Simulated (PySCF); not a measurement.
**Shifts of the heteroatoms**

Atoms are numbered as in `[CH3:1][C@H:2]1[CH2:3][C@:4]2([CH2:5][O:6][C:7]2=[O:8])[CH2:9]1`. Hydrogens are named by the atom that carries them. Ha(C3), Ha(C9) are cis to C1 on the ring; Hb(C3), Hb(C9) are trans to C1 on the ring.

Calculated, not measured (PySCF 2.14): geometry from GFN2-xTB, NMR shieldings at PBE0/pcSseg-1/GIAO. A single conformation, gas phase, no relativistic terms, equivalent nuclei averaged.

**Question.** What are the $^{17}$O shifts?

**Answer.** 
```tsv
atoms	environment	σ (ppm)	δ (ppm)
O8	ester carbonyl oxygen	-77.5	337.3
O6	ester alkoxy oxygen	65.9	206.7
```

Shieldings were converted by a linear fit to measured shifts: $^{17}$O: δ = 266.70 − 0.911σ (rms 10.7 ppm, 155 shifts, 12.2 ppm with the 3 outliers that the fit left out vs liquid water, solution or neat liquid). Occasional misses reach two or three times the rms, and more in compound classes unlike the fitted ones.

On a 400 MHz spectrometer $^{17}$O resonates near 54.2 MHz, so 1 ppm is 54.2 Hz.
